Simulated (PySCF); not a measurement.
**Levels of Hg⁴⁹⁺ from EOM-EA-GCCSD**

Reference: closed-shell Hg⁵⁰⁺, [Ar] 3d10 4s2; one electron is added. Calculated with PySCF 2.14, two-component X2C-1e with screened spin-orbit coupling, an even-tempered Gaussian basis (18 s from 3.2 bohr⁻², ratio 2.6; 15 p from 4.1 bohr⁻², ratio 2.6; 10 d from 4.1 bohr⁻², ratio 2.6; 6 f from 4.2 bohr⁻², ratio 2.8); frozen [Ar]; the 92 highest virtual spinors dropped; of the others 68 kept and the rest restored at second order. No Breit or QED terms. Binding energies in eV.

```
level  Koopmans  second order  EOM-CCSD
4p1/2    2814.9        2816.5    2816.3
4p3/2    2664.9        2666.8    2666.8
```

For comparison, the ionisation energy of Hg⁴⁹⁺ is 2815 ± 4 eV (theoretical estimate listed by NIST; NIST Atomic Spectra Database, ionization energies).
